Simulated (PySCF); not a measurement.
# How methods differ on the excitation energy of Tl

Tl [Xe] 4f14 5d10 6s2 6p1 (2P) → Tl [Xe] 4f14 5d10 6s2 6d1 (2D), as a difference of total energies. All numbers are calculated (PySCF 2.14, a scalar-relativistic core potential, in aug-cc-pVQZ-PP with one added diffuse shell each of s, p, d, f, g type with ECP60MDF (8s8p6d4f3g, 117 functions)). Correlated levels: valence: 5s2 5p6 5d10 frozen. The calculations carry no spin-orbit coupling.

Order these methods by the excitation energy they give, lowest first.
A. wB97X-V
B. LDA
C. UHF
D. r2SCAN

C (3.504 eV), B (3.687 eV), D (3.708 eV), A (3.811 eV).

Errors of the correlated levels include the incompleteness of this basis and the frozen core.

For comparison: 3.840 eV (measured; NIST levels, between the centres of gravity of the two terms).
